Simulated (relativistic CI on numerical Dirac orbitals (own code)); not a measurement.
**Au71+: sensitivity of the levels to the model**

Base calculation: Dirac-Coulomb-Breit CI, orbitals from a KLI potential per configuration, model QED (radiative potential, 1s self-energy scaled to tabulated hydrogen-like ionisation energies), unscaled Slater integrals.

Configuration list (outside the closed core 1s2): 2s2 2p4, 2s 2p5, 2p6, 2p5 3s, 2s2 2p3 3s, 2p5 3p, 2s2 2p3 3p, 2p5 3d, 2s2 2p3 3d, 2s 2p4 3s, 2s 2p4 3p, 2s 2p4 3d, 2s2 2p3 4s, 2s2 2p3 4p, 2s2 2p3 4d, 2s2 2p3 4f, 2s2 2p2 3s2, 2s2 2p2 3s 3p, 2s 2p4 4s, 2s2 2p3 5s, 2s2 2p2 3s 3d, 2s 2p4 4p, 2s2 2p3 5p, 2s2 2p2 3p2, 2s2 2p3 5d, 2s2 2p3 5f, 2s2 2p3 5g, 2s 2p4 4d, 2s 2p4 4f, 2s2 2p2 3p 3d, 2s 2p3 3s2, 2s2 2p2 3d2, 2s 2p3 3s 3p, 2s 2p3 3s 3d, 2s 2p3 3p2, 2s 2p3 3p 3d. Levels of other configurations are missing.

The lowest level and the first level of each name with at least 55 % of one term (blank where a level has no safe partner in the second run):

| Level | Base (eV) | Shift (eV) |
| --- | --- | --- |
| 2s2 2p4 3P_2 | 0.0 | 0.0 |
| 2s2 2p4 1S_0 | 67.5 | +2.0 |
| 2s2 2p4 3P_1 | 1898.5 | -0.4 |
| 2s2 2p4 1D_2 | 1917.4 | -0.4 |
| 2s 2p5 3P°_2 | 2351.9 | -0.3 |
| 2s 2p5 1P°_1 | 2445.2 | +0.1 |
| 2s2 2p4 3P_0 | 3846.5 | +4.3 |
| 2s 2p5 3P°_0 | 4264.3 | -0.6 |
| 2s 2p5 3P°_1 | 4304.5 | -0.4 |
| 2p6 1S_0 | 4839.0 | -6.4 |
| 2s2 2p3 3p 3P_0 | 10605.5 | +0.9 |
| 2s2 2p3 3d 3P°_0 | 10692.2 | +0.2 |
| 2s2 2p3 3s 3S°_1 | 11758.9 | +0.3 |
| 2s2 2p3 3s 3D°_3 | 11770.1 | +0.3 |
| 2s2 2p3 3s 1D°_2 | 11780.1 | +0.6 |
| 2s2 2p3 3s 3P°_0 | 11830.5 | +2.8 |
| 2s2 2p3 3s 3P°_1 | 11834.0 | +2.3 |
| 2s2 2p3 3p 3D_1 | 11960.5 | +2.0 |
| 2s 2p4 3s 5P_3 | 12134.1 | +0.5 |
| 2s 2p4 3s 3P_2 | 12168.2 | -0.7 |
| 2s 2p4 3s 3S_1 | 12256.1 | +0.9 |
| 2s 2p4 3s 1S_0 | 12298.2 | -1.3 |

At this charge energies of transitions that change n are usually good to better than 1 %, and those within a shell (Δn = 0) to a few per cent.

(1) One thing was changed in a second run, which moved the levels as shown. Which?
A. Breit term removed
B. configuration mixing switched off
C. QED terms removed

Results:

(1) B. Configuration mixing switched off. Without mixing, levels that were pushed by configurations of the same parity and J return to their single-configuration places.

LS names give the leading component of a level, which can be under half, so a name can repeat, a term be missing and a line seem to break the LS rules.
